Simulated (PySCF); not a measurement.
Cd(NH2)(SeH) (CdH3NSe), SMILES [SeH][Cd][NH2]. Heavy atoms are numbered as in [Cd:1]([NH2:2])[SeH:5]. Hydrogens are named by the atom that carries them.

Geometry optimised at B3LYP-D3(BJ)/def2-SVP. The structure was generated by enumeration; whether it is a known compound was not checked. The def2 effective core potentials stand for the cores of Cd; spin–orbit coupling is left out. Other conformers were not sampled.

Calculation: B3LYP/def2-TZVPD in PySCF.

Mulliken values depend strongly on the basis, most of all with diffuse functions as here. ESP charges are fitted to the potential on shells at 1.4 to 2.0 van der Waals radii. Atomic charges (e), one atom of each kind:

```
atom       ESP fit  Mulliken
---------  -------  --------
Cd1              …      0.54
N2 (NH2)         …     -0.69
H on N2       0.23      0.21
Se5 (SeH)    -0.33     -0.38
H on Se5         …      0.10
```

Question: What belongs in the gaps? (Estimate from the structure and the level; the computed values follow.)

Answer: 
- Cd1, ESP fit: 0.58
- N2 (NH2), ESP fit: -0.77
- H on Se5, ESP fit: 0.06
